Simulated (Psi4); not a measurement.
Psi4 input (wB97X-D/6-31G*):

```
memory 1500 MB

molecule {
0 2
C     2.09124600   -0.01937200    0.06352100
C     0.87549700   -0.13973900    0.05976200
B    -0.54822400   -0.41436700    0.09091500
C    -1.91006700    0.25948400   -0.13083100
H     3.15097700    0.06584500    0.07310800
H    -2.08438000    0.92572000    0.72540100
H    -1.90695700    0.90076800   -1.01951600
H    -2.75857400   -0.42273800   -0.18827900
symmetry c1
no_reorient
no_com
}

set {
  basis 6-31G*
  reference uks
  scf_type pk
  dft_radial_points 99
  dft_spherical_points 590
  e_convergence 1e-8
  d_convergence 1e-7
  maxiter 150
}

e = energy('wb97x-d')
print_out(f'\nFINAL {e:.10f} DIPOLE {variable("CURRENT DIPOLE")[0]:.6f} {variable("CURRENT DIPOLE")[1]:.6f} {variable("CURRENT DIPOLE")[2]:.6f}\n')
```

Output:

```
   => Loading Basis Set <=

    Name: 6-31G*
    Role: ORBITAL
    Keyword: BASIS
    atoms 1-2, 4 entry C          line   111 file 6-31gs.gbs
    atoms 3      entry B          line    94 file 6-31gs.gbs
    atoms 5-8    entry H          line    44 file 6-31gs.gbs

   => WB97X-D: Empirical Dispersion <=

    Chai and Head-Gordon Dispersion Correction
    Chai, J.-D.; Head-Gordon, M. (2010), J. Chem. Phys., 132: 6615-6620

        s6 =       1.000000

         ---------------------------------------------------------
                                   SCF
               by Justin Turney, Rob Parrish, Andy Simmonett
                          and Daniel G. A. Smith
                              UKS Reference
         ---------------------------------------------------------

  ==> Geometry <==

    Molecular point group: c1
    Full point group: C1

    Geometry (in Angstrom), charge = 0, multiplicity = 2:

       Center              X                  Y                   Z               Mass
    ------------   -----------------  -----------------  -----------------  -----------------
         C            2.091246000000    -0.019372000000     0.063521000000    12.000000000000
         C            0.875497000000    -0.139739000000     0.059762000000    12.000000000000
         B           -0.548224000000    -0.414367000000     0.090915000000    11.009305360000
         C           -1.910067000000     0.259484000000    -0.130831000000    12.000000000000
         H            3.150977000000     0.065845000000     0.073108000000     1.007825032230
         H           -2.084380000000     0.925720000000     0.725401000000     1.007825032230
         H           -1.906957000000     0.900768000000    -1.019516000000     1.007825032230
         H           -2.758574000000    -0.422738000000    -0.188279000000     1.007825032230

  Running in c1 symmetry.

  Rotational constants: A =      2.76717  B =      0.12328  C =      0.12062 [cm^-1]
  Rotational constants: A =  82957.54703  B =   3695.75775  C =   3616.21728 [MHz]
  Nuclear repulsion =   78.550639074141415

  Charge       = 0
  Multiplicity = 2
  Electrons    = 27
  Nalpha       = 14
  Nbeta        = 13

  ==> Algorithm <==

  SCF Algorithm Type is PK.
  DIIS enabled.
  MOM disabled.
  Fractional occupation disabled.
  Guess Type is SAD.
  Energy threshold   = 1.00e-08
  Density threshold  = 1.00e-07
  Integral threshold = 1.00e-12

  ==> Primary Basis <==

  Basis Set: 6-31G*
    Blend: 6-31G*
    Number of shells: 32
    Number of basis functions: 68
    Number of Cartesian functions: 68
    Spherical Harmonics?: false
    Max angular momentum: 2

  ==> DFT Potential <==

   => LibXC <=

    Version 7.1.2
    S. Lehtola, C. Steigemann, M. J. T. Oliveira, and M. A. L. Marques,  SoftwareX 7, 1–5 (2018) (10.1016/j.softx.2017.11.002)

   => Composite Functional: WB97X-D <=

    wB97X-D Hyb-GGA Exchange-Correlation Functional

    J.-D. Chai and M. Head-Gordon,  Phys. Chem. Chem. Phys. 10, 6615–6620 (2008) (10.1039/B810189B)

    Deriv               =              1
    GGA                 =           TRUE
    Meta                =          FALSE

    Exchange Hybrid     =           TRUE
    MP2 Hybrid          =          FALSE

   => Exchange-Correlation Functionals <=

    1.0000   wB97X-D range-separated functional

   => Exact (HF) Exchange <=

    0.7780            HF,LR [omega = 0.2000]
    0.2220               HF

   => LibXC Density Thresholds  <==

    XC_HYB_GGA_XC_WB97X_D:  1.00E-14

   => Molecular Quadrature <=

    Radial Scheme          =       TREUTLER
    Pruning Scheme         =           NONE
    Nuclear Scheme         =       TREUTLER

    Blocking Scheme        =         OCTREE
    BS radius alpha        =              1
    Pruning alpha          =              1
    Radial Points          =             99
    Spherical Points       =            590
    Total Points           =         441867
    Total Blocks           =           3196
    Max Points             =            256
    Max Functions          =             68
    Weights Tolerance      =       1.00E-15

  ==> Integral Setup <==

  Using in-core PK algorithm.
   Calculation information:
      Number of atoms:                   8
      Number of AO shells:              32
      Number of primitives:             76
      Number of atomic orbitals:        68
      Number of basis functions:        68

      Integral cutoff                 1.00e-12
      Number of threads:                 1

  Performing in-core PK
  Using 8259093 doubles for integral storage.
  We computed 126753 shell quartets total.
  Whereas there are 139656 unique shell quartets.

  Computing range-separated integrals for PK
  We computed 126753 wK shell quartets total.
  Whereas there are 139656 wK unique shell quartets.

  ==> DiskJK: Disk-Based J/K Matrices <==

    J tasked:                  Yes
    K tasked:                  Yes
    wK tasked:                 Yes
    Omega:               2.000E-01
    Schwarz Cutoff:          1E-12


  Cached 100.0% of DFT collocation blocks in 0.696 [GiB].

  Minimum eigenvalue in the overlap matrix is 8.6828755933E-04.
  Reciprocal condition number of the overlap matrix is 1.3490013995E-04.
    Using symmetric orthogonalization.

  ==> Pre-Iterations <==

  SCF Guess: Superposition of Atomic Densities via on-the-fly atomic UHF (no occupation information).

   -------------------------
    Irrep   Nso     Nmo
   -------------------------
     A         68      68
   -------------------------
    Total      68      68
   -------------------------

  ==> Iterations <==

                        Total Energy        Delta E     RMS |[F,P]|

   @UKS iter SAD:  -140.35074382098270   -1.40351e+02   0.00000e+00
   @UKS iter   1:  -141.20316376944797   -8.52420e-01   8.30011e-03 ADIIS/DIIS
   @UKS iter   2:  -141.29802434930141   -9.48606e-02   6.04648e-03 ADIIS/DIIS
   @UKS iter   3:  -141.38532952324698   -8.73052e-02   5.30288e-04 ADIIS/DIIS
   @UKS iter   4:  -141.38699801716055   -1.66849e-03   2.83893e-04 ADIIS/DIIS
   @UKS iter   5:  -141.38759762838129   -5.99611e-04   1.29035e-04 ADIIS/DIIS
   @UKS iter   6:  -141.38773305505919   -1.35427e-04   7.50493e-05 DIIS
   @UKS iter   7:  -141.38776914761567   -3.60926e-05   3.60841e-05 DIIS
   @UKS iter   8:  -141.38777686259647   -7.71498e-06   9.43497e-06 DIIS
   @UKS iter   9:  -141.38777853092299   -1.66833e-06   4.82836e-06 DIIS
   @UKS iter  10:  -141.38777932946195   -7.98539e-07   2.92801e-06 DIIS
   @UKS iter  11:  -141.38777980901247   -4.79551e-07   2.06640e-06 DIIS
   @UKS iter  12:  -141.38778014731878   -3.38306e-07   1.46357e-06 DIIS
   @UKS iter  13:  -141.38778039913038   -2.51812e-07   7.36133e-07 DIIS
   @UKS iter  14:  -141.38778045602658   -5.68962e-08   3.21167e-07 DIIS
   @UKS iter  15:  -141.38778046144287   -5.41630e-09   1.56568e-07 DIIS
   @UKS iter  16:  -141.38778046208890   -6.46025e-10   8.08836e-08 DIIS
  Energy and wave function converged.

  ==> Post-Iterations <==

   Electrons on quadrature grid:
      Nalpha   =   14.0000000010 ; deviation = 1.044e-09
      Nbeta    =   12.9999999998 ; deviation = -1.821e-10
      Ntotal   =   27.0000000009 ; deviation = 8.616e-10

   @Spin Contamination Metric:   1.478346843E-02
   @S^2 Expected:                7.500000000E-01
   @S^2 Observed:                7.647834684E-01
   @S   Expected:                5.000000000E-01
   @S   Observed:                5.000000000E-01

    Orbital Energies [Eh]
    ---------------------

    Alpha Occupied:

       1A    -10.313478     2A    -10.285219     3A    -10.284101
       4A     -6.877552     5A     -0.848453     6A     -0.808532
       7A     -0.662719     8A     -0.583448     9A     -0.499190
      10A     -0.495318    11A     -0.466732    12A     -0.387440
      13A     -0.375699    14A     -0.235700

    Alpha Virtual:

      15A      0.004960    16A      0.138967    17A      0.190189
      18A      0.205240    19A      0.215835    20A      0.247495
      21A      0.267355    22A      0.328051    23A      0.379287
      24A      0.484364    25A      0.523992    26A      0.537988
      27A      0.545142    28A      0.563206    29A      0.646465
      30A      0.671973    31A      0.711867    32A      0.745184
      33A      0.799288    34A      0.844050    35A      0.859573
      36A      0.891462    37A      0.952337    38A      0.975202
      39A      1.037048    40A      1.068072    41A      1.167464
      42A      1.284507    43A      1.307917    44A      1.314181
      45A      1.383751    46A      1.423467    47A      1.528470
      48A      1.625253    49A      1.637992    50A      1.653118
      51A      1.755839    52A      1.804531    53A      1.920895
      54A      1.987713    55A      2.044082    56A      2.114433
      57A      2.152656    58A      2.365291    59A      2.408341
      60A      2.475540    61A      2.671228    62A      2.775731
      63A      2.875249    64A      3.425430    65A      3.691774
      66A      4.297251    67A      4.385247    68A      4.738997

    Beta Occupied:

       1A    -10.309572     2A    -10.285720     3A    -10.285309
       4A     -6.870785     5A     -0.842335     6A     -0.804668
       7A     -0.650966     8A     -0.572218     9A     -0.494109
      10A     -0.489588    11A     -0.459257    12A     -0.373519
      13A     -0.362636

    Beta Virtual:

      14A      0.020849    15A      0.025246    16A      0.161787
      17A      0.194911    18A      0.211203    19A      0.221700
      20A      0.250960    21A      0.268886    22A      0.328886
      23A      0.384807    24A      0.493089    25A      0.534347
      26A      0.558027    27A      0.566720    28A      0.583825
      29A      0.649713    30A      0.688174    31A      0.713687
      32A      0.746167    33A      0.808689    34A      0.842253
      35A      0.863858    36A      0.891557    37A      0.954451
      38A      0.977817    39A      1.039343    40A      1.078032
      41A      1.173186    42A      1.298020    43A      1.327942
      44A      1.360018    45A      1.390207    46A      1.448056
      47A      1.541717    48A      1.631375    49A      1.648399
      50A      1.664683    51A      1.766280    52A      1.813698
      53A      1.943641    54A      1.996476    55A      2.050422
      56A      2.123226    57A      2.165373    58A      2.366665
      59A      2.415163    60A      2.480605    61A      2.681009
      62A      2.780843    63A      2.888423    64A      3.428818
      65A      3.742516    66A      4.310843    67A      4.386674
      68A      4.740835

    Final Occupation by Irrep:
              A
    DOCC [    13 ]
    SOCC [     1 ]
    NA   [    14 ]
    NB   [    13 ]

  @UKS Final Energy:  -141.38778046208890

   => Energetics <=

    Nuclear Repulsion Energy =             78.5506390741414151
    One-Electron Energy =                -343.9153930190925621
    Two-Electron Energy =                 138.7809110490149465
    DFT Exchange-Correlation Energy =     -14.8024630928682601
    Empirical Dispersion Energy =          -0.0014744732844432
    VV10 Nonlocal Energy =                  0.0000000000000000
    Total Energy =                       -141.3877804620888980

  UHF NO Occupations:
  HONO-2 :   12  A 1.9996627
  HONO-1 :   13  A 1.9935753
  HONO-0 :   14  A 1.0000000
  LUNO+0 :   15  A 0.0064247
  LUNO+1 :   16  A 0.0003373
  LUNO+2 :   17  A 0.0002863
  LUNO+3 :   18  A 0.0001263

Computation Completed

Properties will be evaluated at   0.000000,   0.000000,   0.000000 [a0]

Properties computed using the SCF density matrix

 Multipole Moments:

 ------------------------------------------------------------------------------------
     Multipole            Electronic (a.u.)      Nuclear  (a.u.)        Total (a.u.)
 ------------------------------------------------------------------------------------

 L = 1.  Multiply by 2.5417464519 to convert [e a0] to [Debye]
 Dipole X            :         -0.0025141            0.0000038           -0.0025103
 Dipole Y            :          0.2900774           -0.0000038            0.2900736
 Dipole Z            :         -0.0494467            0.0000019           -0.0494448
 Magnitude           :                                                    0.2942682

 ------------------------------------------------------------------------------------

FINAL -141.3877804621 DIPOLE -0.002510 0.290074 -0.049445

*** Psi4 exiting successfully. Buy a developer a beer!
```

The geometry given is a B3LYP-D3(BJ)/def2-TZVP minimum.
